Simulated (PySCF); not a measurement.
Numbering as in the mapped SMILES `[cH:1]1[cH:2][cH:3][c:4](-[c:5]2[cH:6][cH:7][cH:8][cH:9][cH:10]2)[cH:11][cH:12]1`. Hydrogens are named by the atom that carries them.

Calculated, not measured (PySCF): coordinates at the PBE0-D3(BJ)/def2-SVP level, GIAO B3LYP/pcSseg-1 shieldings, spin–spin couplings from B3LYP/pcJ-1 (without the spin–dipole term). One conformer, one averaged value for each set of equivalent atoms, no solvent model, relativity neglected.

Question: Predict the 2D correlation tables (HSQC, COSY, HMBC).

Answer: 

HSQC (one-bond C–H):
```
                              δH                     δC  ¹J(C,H) (Hz)
7.50 (H(C3)/H(C6)/H(C10)/H(C11))  133.7 (C3/C6/C10/C11)           166
 7.42 (H(C2)/H(C7)/H(C9)/H(C12))   134.7 (C2/C7/C9/C12)           166
              7.32 (H(C1)/H(C8))          133.1 (C1/C8)           167
```

COSY cross peaks (|J| ≥ 2 Hz):
```
                              δH                               δH  abs. J (Hz)  bonds
7.50 (H(C3)/H(C6)/H(C10)/H(C11))  7.42 (H(C2)/H(C7)/H(C9)/H(C12))          8.7      3
 7.42 (H(C2)/H(C7)/H(C9)/H(C12))               7.32 (H(C1)/H(C8))          8.3      3
```

HMBC (two and three bonds, |J| ≥ 2.5 Hz):
```
                              δH                                                      δC [abs. J in Hz]
7.50 (H(C3)/H(C6)/H(C10)/H(C11))  149.2 (C4/C5) [4.2], 133.7 (C3/C6/C10/C11) [6.7], 133.1 (C1/C8) [8.1]
 7.42 (H(C2)/H(C7)/H(C9)/H(C12))                        149.2 (C4/C5) [7.8], 134.7 (C2/C7/C9/C12) [8.2]
              7.32 (H(C1)/H(C8))                                            133.7 (C3/C6/C10/C11) [8.2]
```

References, each an isolated molecule treated in the same way: TMS for ¹H (31.38 ppm) and ¹³C (179.24 ppm).

Unscaled 3J(H,H) at this level run about 10 % above measured values. Shifts are as computed. Against solution values, carbons near 30 ppm lie about +2 ppm off and those near 130 ppm about +6 ppm. Of 1313 compounds with measured shifts, 239 miss one by over three times the rms of a fit or turn the order of signals round; such compounds aren't used in these exercises.
